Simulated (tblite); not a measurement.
CH7F3P4Si2.
Cartesian coordinates in Å at the GFN2-xTB level; atoms count from 1:
```xyz
17
CH7F3P4Si2 angstrom
F     -1.4488    1.5130    0.9964
C     -1.0397    1.9155   -0.2170
F     -0.5256    3.1418   -0.0532
F     -2.1454    2.0549   -0.9635
P      0.2262    0.8098   -1.0766
P     -0.8704   -1.0745   -1.4414
Si    -2.4706   -1.2797    0.1801
P      0.8758   -1.9934   -0.4078
P      1.1431   -0.0977    0.6926
Si     3.2943    0.3685    0.1422
H     -2.8546   -2.6834   -0.0011
H     -3.5266   -0.3421   -0.1891
H     -1.9544   -1.0628    1.5365
H      0.1829   -2.6448    0.6174
H      3.3966    1.8282    0.1843
H      4.0923   -0.2878    1.1795
H      3.6180   -0.1534   -1.1892
```

Computed with GFN2-xTB (tblite): harmonic, unscaled wavenumbers at the GFN2-xTB geometry, gas phase. Against measured fundamentals such values can be off by several per cent, at times by over 20. Modes of hydrogen on phosphorus and silicon can be 10 to 20 % off. One conformer, not necessarily the lowest.

Harmonic wavenumbers (cm⁻¹): 34.8, 42.5, 54.6, 68.9, 92.2, 95.9, 124.0, 135.6, 153.7, 196.5, 202.5, 244.3, 264.7, 385.4, 410.8, 428.8, 429.1, 448.6, 464.4, 472.4, 483.1, 491.1, 500.8, 514.8, 530.5, 537.7, 666.2, 688.3, 717.7, 723.7, 728.9, 745.0, 750.9, 757.9, 779.9, 1037.6, 1043.3, 1068.6, 2214.2, 2225.5, 2229.8, 2234.9, 2247.7, 2261.5, 2292.8.

A = 699.4, B = 538.5, C = 367.3 MHz; mass 255.899 u (most abundant isotopes); point group C1, symmetry number 1.

Problem. Zero-point energy?

Solution. Half the sum of the wavenumbers: 16611 cm⁻¹ = 198.71 kJ/mol.

Problem. Give the ideal-gas entropy at 500 K and 1 bar in the rigid-rotor, harmonic-oscillator model (classical rotation).

Solution. Translation 188.75, rotation 140.83, vibration 355.47: S = 685.1 J/(mol K).

Problem. And Cp and H(500 K) − H(0)?

Solution. Cp = 301.29 J/(mol K), of which vibrations give 268.03 (their classical limit is 45 R = 374.2); H(500 K) − H(0) = 100.12 kJ/mol without the zero-point energy, 83.49 from vibrations.

Problem. Blend soft modes into free rotors: weight 1/[1 + (100 cm⁻¹/ν̃)⁴] for the oscillator and the rest for a rotor with moment μB/(μ + B), μ = h/(8π²ν), B = 10⁻⁴⁴ kg m². What vibrational entropy results?

Solution. 319.22 J/(mol K) in place of 355.47, which changes −T·S at 500 K by +18.12 kJ/mol.

Problem. What must be added to the electronic energy to get the Gibbs energy at 500 K and 1 bar?

Solution. ZPE + [H(500 K) − H(0)] − T·S = 198.71 + 100.12 − 342.53 = -43.70 kJ/mol.

Problem. Which modes carry the vibrational entropy at 500 K?

Solution. 34.8 cm⁻¹: 27.45; 42.5 cm⁻¹: 25.79; 54.6 cm⁻¹: 23.71; 68.9 cm⁻¹: 21.78; 92.2 cm⁻¹: 19.37; 95.9 cm⁻¹: 19.05 J/(mol K); the other 39 give 218.32 together.

Hindered rotation and anharmonicity are outside this model. Other conformers, if any are populated, would add a mixing term that is left out. The structure is chiral; the term R ln 2 for an equal mix with its mirror image is left out.
